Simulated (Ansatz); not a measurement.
**Reading a saddle point**

A first-order saddle point of Si3NH9ClF, closed shell, PBE0-D4/def2-TZVP, with one imaginary mode of 445i cm⁻¹:

```
15
angstrom
Si 0.6436 1.1311 0.4836
Cl 3.0080 1.6454 0.9714
N -0.3424 -0.0924 -0.2074
Si -1.1956 -1.2835 0.7472
Si -0.5577 -0.1373 -1.9401
H 2.3353 0.4062 1.6542
F 1.3869 -0.1677 1.6802
H 0.0465 1.8908 1.5928
H 0.9051 1.9697 -0.7087
H -1.3773 -0.7561 2.1218
H -0.4671 -2.5760 0.7978
H -2.5246 -1.5106 0.1223
H -0.9330 -1.5295 -2.3036
H 0.7092 0.2318 -2.6189
H -1.6369 0.7782 -2.3927
```

Computed with Ansatz 0.2.0 (basis: def2-TZVPP and def2-QZVPP); correlated methods freeze the cores. Extrapolation: Hartree–Fock as exp(−7.88 √X), correlation as X^−2.97.

Problem. Which contacts change along the imaginary mode, and what lies on either side? (A judgement: the text doesn't fix the answer.)

Solution. Computed: The step is Si₃NH₈Cl ([SiH3][N]([SiH3])[SiH2][Cl]) + HF → Si₃NH₈F ([F][SiH2][N]([SiH3])[SiH3]) + HCl, with the molecules in contact on both sides. Shortening one way: Si1–F7, Cl2–H6; lengthening the same way: Si1–Cl2, H6–F7.
```json
{"pair": "Si1–F7", "one side (Å)": "3.40", "saddle (Å)": "1.92", "other side (Å)": "1.62"}
{"pair": "Cl2–H6", "one side (Å)": "2.19", "saddle (Å)": "1.57", "other side (Å)": "1.29"}
{"pair": "Si1–Cl2", "one side (Å)": "2.09", "saddle (Å)": "2.47", "other side (Å)": "4.15"}
{"pair": "H6–F7", "one side (Å)": "0.93", "saddle (Å)": "1.11", "other side (Å)": "2.01"}
```

Problem. Which side is lower, and how far does the saddle lie above each? (Judge from chemistry; the value comes from the calculation.)

Solution. Computed: The side with Si1–F7, Cl2–H6 short is lower by 0.409 eV; the saddle lies 1.742 eV above it and 1.333 eV above the other (CCSD(T) at an estimated basis limit (MP2 extrapolated from triple and quadruple zeta, plus CCSD(T) − MP2 in triple zeta); electronic energies).

The T1 diagnostic stays at or below 0.012.

Labels in which every atom is bracketed show which atoms are joined, not bond orders.

For scale, one of the runs: CCSD(T)/def2-TZVPP, 356 basis functions, launched by `ansatz run in.yaml --threads 4 --pin off --events-out ev --progress --plain --max-ram 66560MiB --backend cuda --devices 0, --max-vram 37GiB`. Time: 19 s of wall clock on 4 CPU threads of an AMD EPYC 7R13 and a share of one NVIDIA H100; the host was shared. Peak host memory: 0.86 GiB.
